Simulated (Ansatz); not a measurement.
`BB1C=NC1`. The species carries charge 0 and has multiplicity 1. All single points use the PBE0-D4/def2-TZVP geometry.

```xyz
10

B    -1.673   -0.295    0.596
B    -0.139   -0.393   -0.009
C     0.456   -0.232   -1.396
N     1.144    0.752   -0.886
C     1.201    0.287    0.525
H    -2.249   -1.252    1.031
H    -2.249    0.754    0.665
H     0.269   -0.327   -2.461
H     2.046   -0.380    0.669
H     1.195    1.087    1.266
```

Q: What is the dipole moment at ωB97M-V/def2-TZVPP? (Best estimate.)

A: Computed: 1.14 D, with components (-0.11, -1.13, 0.11) D in this frame, pointing from negative to positive charge.

Q: And with PBE, r2SCAN, B3LYP? (Estimate.)

A: The calculation gave: PBE 0.96 D, r2SCAN 1.03 D, B3LYP 1.12 D.

Q: Give the Mulliken charges with ωB97M-V, r2SCAN, B3LYP in def2-TZVPP. (Estimate.)

A: The calculation gave: 
| atom | ωB97M-V | r2SCAN | B3LYP |
| --- | --- | --- | --- |
| B1 | -0.29 | -0.06 | -0.19 |
| B2 | -0.01 | -0.07 | -0.03 |
| C3 | 0.08 | 0.11 | 0.07 |
| N4 | -0.19 | -0.23 | -0.20 |
| C5 | -0.15 | 0.00 | -0.11 |
| H6 | 0.09 | 0.02 | 0.05 |
| H7 | 0.10 | 0.02 | 0.05 |
| H8 | 0.13 | 0.07 | 0.12 |
| H9 | 0.14 | 0.09 | 0.12 |
| H10 | 0.11 | 0.05 | 0.09 |

B3LYP here is the variant with VWN-RPA as its local correlation; programs differ in this.
